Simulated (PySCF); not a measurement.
A geometry optimisation on `[NH2][GeH2][Se][GeH3]`.

Computed with PBE0-D3(BJ)/def2-SVP geometry optimisation, gas phase (PySCF 2.14.0). Start geometry: GFN2-xTB. The input is one job of a driver script: a line of settings, then coordinates in Å.

Command:
```bash
OMP_NUM_THREADS=1 python probes_run.py task.json out
```

Input:
```
{"job": {"xc": "PBE0", "basis": "def2-SVP", "d3": "d3bj", "grid": 1, "shake": 0.01, "kind": "geom"}, "charge": 0, "multiplicity": 1}
N     -1.691100     0.350140     0.373920
Ge    -1.017820    -1.018650    -0.566440
Se     0.577020    -0.144170    -2.023310
Ge     2.032840     0.662100    -0.351560
H     -1.997650     1.175690    -0.181040
H     -2.455800     0.158480     1.017820
H     -1.983910    -1.807450    -1.418180
H     -0.412940    -1.922180     0.482540
H      3.222220     1.197420    -1.013360
H      2.405750    -0.435410     0.609880
H      1.359490     1.758190     0.462260
```

Q: What does the run print?

A: 
```
step   0  E = -6612.84302400  max force = 0.038127
step   1  E = -6612.84664287  max force = 0.013442
step   2  E = -6612.84828902  max force = 0.005086
step   3  E = -6612.84885872  max force = 0.002178
step   4  E = -6612.84922091  max force = 0.002281
step   5  E = -6612.84957176  max force = 0.004113
step   6  E = -6612.84978966  max force = 0.002005
step   7  E = -6612.85002054  max force = 0.001733
step   8  E = -6612.85012480  max force = 0.001394
step   9  E = -6612.85016242  max force = 0.000828
step  10  E = -6612.85020642  max force = 0.000858
step  11  E = -6612.85022100  max force = 0.000850
step  12  E = -6612.85024366  max force = 0.000390
step  13  E = -6612.85025084  max force = 0.000354
optimisation converged
```

Energies in Eh; «max force» is the largest Cartesian gradient component in Eh/bohr.

Q: Give the first gradient maximum in eV/Å.

A: With 1 Eh/bohr = 51.422 eV/Å, 1.961 eV/Å.

Q: How much energy does the optimisation release, in eV?

A: E(step 0) − E(last step) = 0.007227 Eh, which is 0.197 eV.

Summary of the converged run: final energy -6612.85025 Eh after 13 steps; dipole 2.48 D.

Q: How long does this job take on Arm Neoverse V2, one thread, no GPU, shared host with 96 logical CPUs at a one-minute load of 109? And the peak memory of the process?

A: About 3.6 min, with 0.66 GiB resident at the peak, the Python interpreter and its libraries included.
Labels such as C1 count atoms from 1, the log's own numbers from 0.
